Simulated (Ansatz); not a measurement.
Basis sets compared for the cluster HfSe₂⁺ (the lowest doublet isomer of a short search). The state is a doublet with charge 1. Geometry PBE0-D4/def2-TZVP. Ansatz on 4 threads of Arm Neoverse V2 on a shared host; times are rough, and most runs start from earlier orbitals.

```xyz
3

Hf   -0.7949   -0.7287    0.2427
Se    0.4751   -0.2347   -1.6658
Se    0.3198    0.9634    1.4231
```

In the def2 sets Hf takes a core potential; there is no spin–orbit coupling. The structure comes from a short search, and lower isomers may exist.

```tsv
level	functions	energy (Eh)	HOMO (eV)	LUMO (eV)	wall time
PBE-D4/def2-SVP	96	-4849.6166	-10.82	-10.00	2 s
PBE0-D4/def2-SVP	96	-4849.7192	-11.89	-9.19	2.8 s
```

Task: Estimate the rows for PBE-D4/def2-TZVP, PBE0-D4/def2-TZVP (with forces).

Result: 
| level | functions | energy (Eh) | HOMO (eV) | LUMO (eV) | wall time |
| --- | --- | --- | --- | --- | --- |
| PBE-D4/def2-TZVP | 136 | -4850.2116 | -10.78 | -9.95 | 2.9 s |
| PBE0-D4/def2-TZVP (with forces) | 136 | -4850.3167 | -11.83 | -9.12 | 6 s |
